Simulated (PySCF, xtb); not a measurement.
C5H8O, SMILES OC1CC=CC1.

GFN2-xTB (xtb) at its own geometry gives an orbital gap of 5.16 eV and a dipole moment of 1.70 D.

Coordinates come from a B3LYP-D3(BJ)/def2-SVP optimisation. Other conformers were not sampled.

### Question
What does B3LYP/def2-TZVP (PySCF) give? (The exact figures need the calculation; the answer reports its results.)

### Answer
gap 6.98 eV (levels -6.98 and 0.00 eV), dipole 1.59 D.
